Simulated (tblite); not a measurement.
Input of a run (GFN2-xTB geometry optimisation, gas phase (tblite 0.8.0)), started from a force field or distance geometry:
```
{"job": {"kind": "relax", "xc": "GFN2-xTB", "basis": "xTB"}, "charge": 0, "multiplicity": 1}
C     -1.409800    -0.825700     0.724600
C     -0.659500     0.061500    -0.291400
C     -1.117300    -0.334600    -1.697400
C     -1.018200     1.543600    -0.061300
C      0.875100    -0.184100    -0.211200
P      1.729100     0.209500     1.410900
C      3.328900    -0.203400     0.967800
F      3.653300    -0.657500    -0.241100
H     -1.200600    -0.543800     1.762700
H     -1.162500    -1.881400     0.607300
H     -2.504700    -0.732200     0.583100
H     -0.631000     0.273600    -2.462400
H     -0.914500    -1.382000    -1.906300
H     -2.202600    -0.185900    -1.818100
H     -0.469900     2.197300    -0.737500
H     -0.800300     1.860600     0.982000
H     -2.086100     1.711500    -0.216500
H      1.083300    -1.239700    -0.453100
H      1.364600     0.419600    -0.991700
H      4.137600    -0.096400     1.721200
```

Output (eV, eV/Å):
```
step      E/eV     max force
  0    -712.37880    1.970
  1    -712.45034    0.620
  2    -712.46867    0.410
  3    -712.48934    0.377
  4    -712.49685    0.246
  5    -712.50275    0.158
  6    -712.50522    0.183
  7    -712.50843    0.196
  8    -712.51172    0.209
  9    -712.51509    0.153
 10    -712.51764    0.119
 11    -712.51966    0.134
 12    -712.52158    0.130
 13    -712.52381    0.114
 14    -712.52652    0.108
 15    -712.52932    0.113
 16    -712.53119    0.104
 17    -712.53195    0.057
 18    -712.53221    0.037
 19    -712.53244    0.058
 20    -712.53285    0.075
 21    -712.53345    0.081
 22    -712.53420    0.071
 23    -712.53502    0.069
 24    -712.53591    0.072
 25    -712.53685    0.095
 26    -712.53770    0.078
 27    -712.53832    0.052
 28    -712.53878    0.045
 29    -712.53920    0.051
 30    -712.53959    0.045
 31    -712.53988    0.037
 32    -712.54011    0.032
 33    -712.54033    0.039
 34    -712.54049    0.037
 35    -712.54058    0.022
 36    -712.54065    0.023
 37    -712.54070    0.020
 38    -712.54077    0.023
 39    -712.54081    0.016
 40    -712.54083    0.010
```

**Question.** Summarise the run.

**Answer.** The energy falls by 3.7 kcal/mol over 40 L-BFGS steps, the largest force on an atom goes from 1.97 to 0.010 eV/Å, and the atoms move by 0.107 Å rms after alignment. The bond that changes most is P6=C7 (ends: phosphorus bonded to 2 C; carbon bonded to F, P and H), which shortens by 0.040 Å. Bonds longer at the end by more than 0.005 Å: 1 of 19; shorter: 12. Among the angles that change most is F8–C7–H20, from 118.1° to 111.8°. The energy never rose by more than 1e-5 eV on the way. The first step brought 44 % of the lowering.

**Question.** What are the final bond lengths?

**Answer.** C1–C2 1.529 Å, C2–C3 1.531 Å, C2–C4 1.528 Å, C2–C5 1.532 Å, C5–P6 1.869 Å, P6=C7 1.671 Å, C7–F8 1.348 Å, C1–H9 1.089 Å, C1–H10 1.088 Å, C1–H11 1.087 Å, C3–H12 1.088 Å, C3–H13 1.088 Å, C3–H14 1.088 Å, C4–H15 1.088 Å, C4–H16 1.090 Å, C4–H17 1.088 Å, C5–H18 1.094 Å, C5–H19 1.094 Å, C7–H20 1.081 Å. Numbering counts from 1 in the input's order; the species is `CC(C)(C)C/P=C\F`.

Its GFN2-xTB frequencies are all real (lowest 15 cm⁻¹). One conformer, not necessarily the lowest. 3 starts were optimised and ended at 0.00, 0.09 and 0.12 kcal/mol (GFN2-xTB); the lowest of these is shown.

Conformer computed: `[CH3:1][C:2]([CH3:3])([CH3:4])[CH2:5]/[P:6]=[CH:7]\[F:8]`: C1–C2–C5–P6 -60°, C2–C5–P6–C7 180°.
